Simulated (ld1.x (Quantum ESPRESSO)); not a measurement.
# What the settings do to the TM potential of zinc (Zn)

Base potential:

* Element: Zn
* Generator: ld1.x (Quantum ESPRESSO) 7.5
* Type: norm-conserving Troullier–Martins (Kleinman–Bylander form)
* Functional: PW91
* Relativity: scalar-relativistic
* Frozen core: [Ne] 3s2
* Valence charge: 18
* Reference configuration: 3p6 3d10 4s2 4p0
* Partial waves: 3p (bound): rc 0.80 bohr; 3d (bound): rc 1.50 bohr; 4s (bound): rc 1.95 bohr
* Local potential: the s channel
* Core correction: Bessel-smoothed model core, default radius (core density twice the valence density)

All-electron outer shells of the reference configuration (PW91, scalar-relativistic, ld1.x):

```json
{"shell": "2p", "level (eV)": "-1004.48", "outermost node (bohr)": "–", "outermost maximum (bohr)": "0.15"}
{"shell": "3s", "level (eV)": "-129.24", "outermost node (bohr)": "0.28", "outermost maximum (bohr)": "0.59"}
{"shell": "3p", "level (eV)": "-83.46", "outermost node (bohr)": "0.25", "outermost maximum (bohr)": "0.59"}
{"shell": "3d", "level (eV)": "-10.22", "outermost node (bohr)": "–", "outermost maximum (bohr)": "0.57"}
{"shell": "4s", "level (eV)": "-6.05", "outermost node (bohr)": "0.85", "outermost maximum (bohr)": "2.09"}
{"shell": "4p", "level (eV)": "-1.17", "outermost node (bohr)": "0.92", "outermost maximum (bohr)": "3.08"}
```

Cutoffs, loose and tight: the cutoffs (Ry, on a coarse ladder) from which the occupation-weighted sum of valence levels, in a spherical-Bessel basis at the reference potential, stays within 10 and 1 mRy of its value at 400 Ry. They do not see the model core or the augmentation charge, which bear on the density cutoff. Test errors are all-electron minus pseudo excitation energies from the reference, over the configurations 3p6 3d10 4s1 4p0; 3p6 3d10 4s0 4p0; 3p6 3d9 4s0 4p0; 3p6 3d10 4s0 4p1; 3p6 3d9 4s2 4p1; 3p5 3d10 4s2 4p0; 3p6 3d8 4s0 4p0. A dash means not determined; rows that change the core or the reference have their own tests.

| change | outcome | cutoff, loose | cutoff, tight | bound ghosts | largest test error (meV) |
| --- | --- | --- | --- | --- | --- |
| base | generated | 200 Ry | 300 Ry | none | -1273 |
| all radii but the core radius scaled by about 0.78 (s 1.52, p 0.62, d 1.16 bohr) | generated | 230 Ry | over 300 Ry | none | -1374 |
| all radii but the core radius scaled by about 0.85 (s 1.66, p 0.68, d 1.28 bohr) | generated | 230 Ry | over 300 Ry | none | -1271 |
| all radii but the core radius scaled by about 1.14 (s 2.22, p 0.92, d 1.70 bohr) | generated | 160 Ry | 200 Ry | none | -1279 |
| all radii but the core radius scaled by about 1.22 (s 2.38, p 0.98, d 1.84 bohr) | generated | 140 Ry | 200 Ry | none | -1299 |

Task: What comes out with this change to the base: all radii but the core radius scaled by about 0.94 (s 1.84, p 0.76, d 1.40 bohr)?

Result: outcome: generated; cutoff, loose: 200 Ry; cutoff, tight: over 300 Ry; bound ghosts: none; largest test error (meV): -1276.

Task: What comes out with this change to the base: all radii but the core radius scaled by about 1.40 (s 2.72, p 1.12, d 2.10 bohr)?

Result: outcome: generated; cutoff, loose: 110 Ry; cutoff, tight: 200 Ry; bound ghosts: none; largest test error (meV): -1374.

Task: What comes out with this change to the base: all radii but the core radius scaled by about 1.29 (s 2.52, p 1.04, d 1.94 bohr)?

Result: outcome: generated; cutoff, loose: 120 Ry; cutoff, tight: 200 Ry; bound ghosts: none; largest test error (meV): -1322.

Reading the sweep of the scale of all radii but the core radius (base = 1) (base included, trends over the rows without a ghost): The loose cutoff falls from 230 Ry at 0.78 to 110 Ry at 1.4. A larger radius leaves more room for a smooth pseudo-wave, so fewer plane waves are needed; a smaller one forces it to follow the all-electron wave where it bends sharply. The median size of the test errors (rows with all tests solved) is not monotonic: lowest 466.3 meV at 1.4, highest 799.0 meV at 1.
